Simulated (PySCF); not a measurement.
Bonds (- single, = double, # triple, : aromatic): B1-P2, P2-C3, C3-C4, C4-C5, C5-C6, C6-C7, C5-C8, C7-P2, C8-P2. B1 carries H9, H10, H11; C3 carries H12, H13; C4 carries H14, H15; C5 carries H16; C6 carries H17, H18; C7 carries H19, H20; C8 carries H21, H22. Formal charges: B1 -1, P2 +1. Stereochemistry as in [BH3-][P@+]12CC[C@H](CC1)C2. H17, H19 are cis to C4 on the ring; H12, H15 are cis to C6 on the ring; H18, H20 are trans to C4 on the ring; H13, H14 are trans to C6 on the ring.

Level of theory: shielding tensors at CAM-B3LYP/pcSseg-1 (GIAO), geometry from PBE0-D3(BJ)/def2-SVP, in PySCF (one averaged value for each set of equivalent atoms, isolated molecule, one conformer, relativity neglected).

Q: Predict the 2D correlation tables (HSQC, COSY, HMBC).

A: 

HSQC (one-bond C–H):
| δH | δC |
| --- | --- |
| 2.18 (H16) | 39.4 (C5) |
| 1.62 (H14/H18) | 31.9 (C4/C6) |
| 1.50 (H15/H17) | 31.9 (C4/C6) |
| 1.43 (H13/H20) | 23.3 (C3/C7) |
| 1.16 (H12/H19) | 23.3 (C3/C7) |
| 1.14 (H21/H22) | 33.5 (C8) |

COSY cross peaks (H two or three bonds apart, from the bond graph; peaks can be absent where the dihedral angle is near 90°):
| δH | δH |
| --- | --- |
| 2.18 (H16) | 1.62 (H14/H18) |
| 2.18 (H16) | 1.50 (H15/H17) |
| 2.18 (H16) | 1.14 (H21/H22) |
| 1.62 (H14/H18) | 1.50 (H15/H17) |
| 1.62 (H14/H18) | 1.43 (H13/H20) |
| 1.62 (H14/H18) | 1.16 (H12/H19) |
| 1.50 (H15/H17) | 1.43 (H13/H20) |
| 1.50 (H15/H17) | 1.16 (H12/H19) |
| 1.43 (H13/H20) | 1.16 (H12/H19) |

HMBC (two and three bonds, from the bond graph):
| δH | δC |
| --- | --- |
| 2.18 (H16) | 33.5 (C8), 31.9 (C4/C6), 23.3 (C3/C7) |
| 1.62 (H14/H18) | 39.4 (C5), 33.5 (C8), 31.9 (C4/C6), 23.3 (C3/C7) |
| 1.50 (H15/H17) | 39.4 (C5), 33.5 (C8), 31.9 (C4/C6), 23.3 (C3/C7) |
| 1.43 (H13/H20) | 39.4 (C5), 33.5 (C8), 31.9 (C4/C6), 23.3 (C3/C7) |
| 1.16 (H12/H19) | 39.4 (C5), 33.5 (C8), 31.9 (C4/C6), 23.3 (C3/C7) |
| 1.14 (H21/H22) | 39.4 (C5), 31.9 (C4/C6), 23.3 (C3/C7) |
| 0.93 (H9/H10/H11) | 33.5 (C8), 23.3 (C3/C7) |

Scale: TMS for ¹H (31.33 ppm), ¹³C (182.45 ppm) (reference shieldings calculated alike).

Short H···H contacts in this conformer between protons four or more bonds apart (candidates for NOE cross peaks, intensity ∝ r⁻⁶): H14···H21 2.65 Å.

Hydrogens on boron are broadened and split by ¹¹B (spin 3/2, 80 %) and 10B (spin 3). Shifts are as computed, not scaled to solution data. Of 1313 compounds with measured shifts, 239 miss one by over three times the rms of a fit or turn the order of signals round; such compounds aren't used in these exercises.
